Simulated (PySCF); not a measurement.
**Energy of Li⁺ (lithium, charge +1) between two integer charges**

The 1s beta orbital of 1s2 is emptied in steps (occupation f), with all orbitals relaxed, ending at 1s1. Calculation: PySCF 2.14, in def2-TZVP; no relativity, point nucleus. The exact energy is a straight line in f; departures are measured from the line between the end points of the same method.

```
  f  UHF (eV)
  1     0.000
0.8     0.228
0.6     0.328
0.4     0.316
0.2     0.203
  0     0.000
```

```
method  E(f=0) − E(f=1) (eV)  −ε at f=1 (eV)  −ε at f=0.4 (eV)
   UHF                74.499          75.983            74.178
```

Orbital energy along the path (eV):

```csv
f,UHF
1,-75.983
0.8,-75.306
0.6,-74.709
0.4,-74.178
0.2,-73.702
0,-73.274
```

Reference removal energy between the ground levels: 75.640 eV (theoretical estimate listed by NIST; NIST Atomic Spectra Database, ionization energies). UHF lacks correlation.
